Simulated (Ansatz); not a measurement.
Cost and result up the ladder for the cluster SiMo3 (the lowest singlet isomer of a short search) (4 atoms). Charge 0, multiplicity 1. Geometry: PBE0-D4/def2-SVP.

```
atom   x (Å)   y (Å)   z (Å)
 Mo1   1.027   0.789   0.517
 Mo2  -0.738   0.830  -0.842
 Mo3  -0.835  -0.301   1.075
 Si4   0.546  -1.317  -0.750
```

Ansatz on 4 threads of Intel Xeon 6975P-C on a shared host. Times are rough, and most runs start from the orbitals of an earlier one. PBE0-D4/def2-TZVPD serves as the yardstick here, not as an exact answer. Differences are given only for rows in sets of like size (and for xTB, whose basis is part of the method), since another set adds its own error. Binding counts from free atoms at the same level (Mo septet, Si triplet; other spins of the atoms weren't run), without zero-point energy or a counterpoise term.

In the def2 sets Mo takes a core potential; there is no spin–orbit coupling. Correlated methods freeze 5 core orbitals; core or outer-core shells of Mo are correlated, in sets that lack core-valence functions. The structure comes from a short search, and lower isomers may exist.

Run but left out: CCSD(T)/def2-TZVP (unstable by the stability test).

Correlated methods converge slowly with the basis.

```tsv
level	functions	wall time	binding energy per atom (eV)	difference from PBE0-D4/def2-TZVPD (eV)
LDA (SPW92)/def2-TZVP	157	0.7 s	3.98	1.85
PBE-D4/def2-SVP	111	0.85 s	3.03	–
PBE0-D4/def2-SVP	111	1 s	2.07	–
PBE-D4/def2-TZVP	157	1.1 s	3.07	0.94
PBE-D4/def2-TZVPD	163	1.1 s	3.07	0.95
PBE0-D4/def2-TZVPD	163	1.6 s	2.12	0.00
PBE0-D4/def2-TZVP (with forces)	157	2 s	2.12	0.00
r2SCAN-D4/def2-TZVP	157	2.2 s	2.25	0.12
r2SCAN-D4/def2-TZVPD	163	2.4 s	2.25	0.12
RPA@PBE/def2-TZVP	157	2.5 s	2.46	0.33
B97M-V/def2-TZVP	157	3.7 s	2.12	0.00
```
